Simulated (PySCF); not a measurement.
Work out the structure from these simulated measurements.

Formula: C2H9B2F3N2.

- UV, first state: lowest singlet excitation: 7.42 eV (167 nm, f = 0.001) [TDDFT CAM-B3LYP/def2-SVPD]
- Polarisability: 72.7 au [CAM-B3LYP/def2-SVPD]
- Triplet: lowest triplet excitation (Tamm–Dancoff): 7.18 eV [TDA CAM-B3LYP/def2-SVPD]
- Rotational structure: rotational constants A, B, C: 3.563, 0.869, 0.825 GHz [PBE0-D3(BJ)/def2-SVP]
- Valence photoelectron: vertical ionisation energy: 10.46 eV [ΔSCF CAM-B3LYP/def2-SVPD]
- 13C NMR: chemical shifts (computed TMS as zero) by class: 129.6 (1 C), 55.9 (1 C) ppm [GIAO PBE0/pcSseg-1]

Electronic properties: PySCF, gas phase, density fitting. Levels stand in brackets. The structure is a single PBE0-D3(BJ)/def2-SVP conformer in the gas phase; no vibrational or solvent corrections. NMR values are class means; diastereotopic atoms form classes of their own.

Task: Propose a structure and show how it fits.

Result: Numbering: `[F:1][C:2]([F:3])([F:4])[CH2:5][NH+:6]1[BH2-:7][NH2+:8][BH2-:9]1`. 2 carbons fall into 2 classes; from least to most shielded: CF3 carbon [C2] (129.6 ppm), chain sp3 carbon bound to nitrogen [C5] (55.9 ppm). The first electron is taken from the HOMO, whose largest Löwdin shares are 0.20 on the nitrogen bonded to 2 B, C and H, 0.16 on a four-coordinate boron, 0.15 on a four-coordinate boron and 0.14 on the nitrogen bonded to 2 B and 2 H. The optimised geometry has point group C1 and is an asymmetric top. Structure: `FC(F)(F)C[NH+]1[BH2-][NH2+][BH2-]1`. The assignments are read from this structure; whether some other isomer fits the data as well wasn't checked.

Shape of the structure used: `[F:1][C:2]([F:3])([F:4])[CH2:5][NH+:6]1[BH2-:7][NH2+:8][BH2-:9]1`: F1–C2–C5–N6 -176°, C2–C5–N6–B7 176°.
